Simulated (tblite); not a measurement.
C4H12NPSi2.
SMILES with atom numbers: `[CH2:1]=[CH:2][Si@@:3]1([NH2:4])[CH2:5][CH2:6][SiH2:7][PH:8]1` (hydrogens: H9, H10 on C1; H11 on C2; H12, H13 on N4; H14, H15 on C5; H16, H17 on C6; H18, H19 on Si7; H20 on P8)

Computed with GFN2-xTB (tblite), gas phase: L-BFGS steps from a force-field or distance-geometry start until the largest atomic force falls under 0.01 eV/Å.

Step 16: E = -640.6184 eV
```
atom  x, y, z in Å  |  force x, y, z in eV/Å
C1      3.0201    0.9319    0.9055    0.025   0.022   0.014
C2      2.1094   -0.0276    0.9063   -0.022   0.034  -0.024
Si3     0.5475    0.1080   -0.1651   -0.024   0.101   0.092
N4      0.9634    0.4389   -1.8213   -0.085  -0.043   0.019
C5     -0.5289   -1.4758   -0.0287    0.002   0.010  -0.008
C6     -2.0184   -1.1496   -0.1217    0.021   0.001  -0.004
Si7    -2.4371    0.3841    0.9432   -0.006   0.009   0.057
P8     -0.7761    1.8192    0.5149    0.034  -0.029  -0.081
H9      2.8602    1.8452    0.3535    0.029  -0.017  -0.005
H10     3.9530    0.8719    1.4471   -0.055  -0.016   0.041
H11     2.2966   -0.9214    1.4865   -0.022  -0.020  -0.015
H12     1.6144   -0.1906   -2.2660    0.002   0.035  -0.036
H13     1.2173    1.3936   -2.0294   -0.024  -0.076  -0.042
H14    -0.3339   -1.9402    0.9408    0.030   0.000  -0.050
H15    -0.2556   -2.2024   -0.7941    0.011  -0.009   0.021
H16    -2.2741   -0.9379   -1.1622    0.016   0.015   0.001
H17    -2.6148   -2.0138    0.1761    0.015   0.001  -0.005
H18    -3.7545    0.9377    0.6126    0.041  -0.023  -0.007
H19    -2.3739    0.0482    2.3734   -0.024   0.004  -0.040
H20    -1.2198    2.0914   -0.7695    0.035   0.001   0.070
```

Step 17: E = -640.6203 eV
```
atom  x, y, z in Å  |  force x, y, z in eV/Å
C1      3.0210    0.9294    0.9085    0.005   0.022   0.008
C2      2.1101   -0.0296    0.9060   -0.015   0.045   0.003
Si3     0.5496    0.1103   -0.1657   -0.019   0.078   0.074
N4      0.9583    0.4340   -1.8247   -0.077  -0.037   0.023
C5     -0.5251   -1.4726   -0.0313   -0.010   0.006   0.003
C6     -2.0137   -1.1489   -0.1227   -0.033   0.040   0.011
Si7    -2.4366    0.3838    0.9437    0.009   0.026   0.045
P8     -0.7721    1.8197    0.5154   -0.005  -0.036  -0.041
H9      2.8608    1.8420    0.3579    0.026   0.023  -0.041
H10     3.9527    0.8734    1.4506   -0.030  -0.037   0.067
H11     2.2935   -0.9207    1.4910   -0.020  -0.039  -0.025
H12     1.6107   -0.1940   -2.2697   -0.002   0.040  -0.031
H13     1.2071    1.3892   -2.0353   -0.014  -0.064  -0.056
H14    -0.3323   -1.9358    0.9378    0.049  -0.023  -0.016
H15    -0.2517   -2.1994   -0.7955    0.019  -0.022   0.002
H16    -2.2732   -0.9346   -1.1615    0.021   0.006  -0.011
H17    -2.6099   -2.0125    0.1767    0.016  -0.008  -0.012
H18    -3.7559    0.9356    0.6124    0.063  -0.027  -0.007
H19    -2.3785    0.0491    2.3742   -0.018   0.003  -0.039
H20    -1.2201    2.0923   -0.7660    0.034   0.006   0.044
```

Step 18: E = -640.6220 eV
```
atom  x, y, z in Å  |  force x, y, z in eV/Å
C1      3.0219    0.9277    0.9112   -0.014   0.019   0.005
C2      2.1105   -0.0307    0.9056   -0.005   0.046   0.034
Si3     0.5510    0.1136   -0.1649   -0.010   0.023   0.032
N4      0.9520    0.4287   -1.8273   -0.053  -0.025   0.016
C5     -0.5218   -1.4697   -0.0337   -0.015   0.002   0.013
C6     -2.0099   -1.1475   -0.1234   -0.061   0.057   0.021
Si7    -2.4359    0.3840    0.9448    0.027   0.030   0.014
P8     -0.7685    1.8194    0.5152   -0.040  -0.017   0.027
H9      2.8621    1.8396    0.3611    0.025   0.050  -0.064
H10     3.9516    0.8740    1.4551   -0.007  -0.050   0.083
H11     2.2900   -0.9205    1.4941   -0.018  -0.040  -0.038
H12     1.6073   -0.1962   -2.2731   -0.013   0.034  -0.017
H13     1.1977    1.3839   -2.0409   -0.013  -0.046  -0.065
H14    -0.3298   -1.9324    0.9347    0.059  -0.040   0.014
H15    -0.2478   -2.1970   -0.7967    0.021  -0.021  -0.011
H16    -2.2719   -0.9314   -1.1610    0.022   0.000  -0.017
H17    -2.6051   -2.0114    0.1771    0.014  -0.012  -0.019
H18    -3.7559    0.9333    0.6120    0.066  -0.022  -0.010
H19    -2.3830    0.0498    2.3744   -0.010  -0.001  -0.019
H20    -1.2196    2.0933   -0.7623    0.025   0.012   0.000
```

Step 19: E = -640.6236 eV
```
atom  x, y, z in Å  |  force x, y, z in eV/Å
C1      3.0227    0.9269    0.9136   -0.024   0.018   0.005
C2      2.1106   -0.0307    0.9055    0.002   0.040   0.056
Si3     0.5516    0.1172   -0.1636    0.002  -0.040  -0.015
N4      0.9447    0.4232   -1.8297   -0.022  -0.009   0.003
C5     -0.5190   -1.4671   -0.0357   -0.013  -0.004   0.022
C6     -2.0074   -1.1453   -0.1235   -0.055   0.045   0.020
Si7    -2.4345    0.3848    0.9462    0.039   0.020  -0.018
P8     -0.7659    1.8191    0.5155   -0.058   0.015   0.087
H9      2.8642    1.8385    0.3627    0.029   0.055  -0.065
H10     3.9499    0.8735    1.4612    0.004  -0.052   0.083
H11     2.2861   -0.9209    1.4956   -0.015  -0.026  -0.048
H12     1.6040   -0.1976   -2.2762   -0.028   0.018   0.001
H13     1.1886    1.3778   -2.0467   -0.019  -0.021  -0.068
H14    -0.3263   -1.9300    0.9320    0.056  -0.047   0.031
H15    -0.2438   -2.1953   -0.7978    0.012  -0.004  -0.012
H16    -2.2703   -0.9283   -1.1608    0.020  -0.003  -0.015
H17    -2.6005   -2.0106    0.1771    0.005  -0.010  -0.023
H18    -3.7544    0.9308    0.6112    0.053  -0.009  -0.016
H19    -2.3872    0.0504    2.3741   -0.001  -0.005   0.011
H20    -1.2183    2.0944   -0.7589    0.014   0.018  -0.039
```

**Question.** Estimate the geometry and energy of step 20. (The exact step hangs on the optimiser's Hessian estimate; all steps are aligned on step 19, rigid shifts and turns removed.)

**Answer.** E = -640.6254 eV, largest force 0.133 eV/Å
```
atom  x, y, z in Å  |  force x, y, z in eV/Å
C1      3.0235    0.9268    0.9164   -0.021   0.020   0.011
C2      2.1104   -0.0300    0.9063    0.002   0.032   0.059
Si3     0.5521    0.1206   -0.1622    0.010  -0.087  -0.051
N4      0.9363    0.4171   -1.8323    0.012   0.014  -0.011
C5     -0.5166   -1.4647   -0.0374   -0.007  -0.014   0.032
C6     -2.0055   -1.1424   -0.1234   -0.020   0.009   0.010
Si7    -2.4324    0.3861    0.9477    0.038  -0.001  -0.038
P8     -0.7645    1.8196    0.5174   -0.054   0.046   0.113
H9      2.8673    1.8381    0.3632    0.037   0.037  -0.047
H10     3.9479    0.8720    1.4692   -0.001  -0.044   0.066
H11     2.2817   -0.9219    1.4961   -0.011  -0.002  -0.054
H12     1.6001   -0.1987   -2.2794   -0.040  -0.007   0.018
H13     1.1787    1.3708   -2.0539   -0.031   0.007  -0.066
H14    -0.3215   -1.9284    0.9296    0.043  -0.047   0.036
H15    -0.2394   -2.1937   -0.7992   -0.006   0.021  -0.005
H16    -2.2680   -0.9251   -1.1608    0.016  -0.003  -0.008
H17    -2.5955   -2.0099    0.1766   -0.010  -0.002  -0.024
H18    -3.7515    0.9280    0.6101    0.028   0.009  -0.023
H19    -2.3917    0.0508    2.3739    0.009  -0.009   0.038
H20    -1.2164    2.0958   -0.7559    0.006   0.022  -0.056
```

The energy changes by -0.0018 eV. The first-order estimate −F·Δx gives -0.0024 eV and the mean of the old and new forces, exact on a quadratic surface, -0.0018 eV. The step makes an angle of 69° with the force vector and moves no atom by more than 0.014 Å.

What follows is the cost of the whole relaxation. Hardware: an Arm Neoverse N1 with one thread, shared host with 64 logical CPUs at a one-minute load of 60. Cost: 1.0 s of wall time.
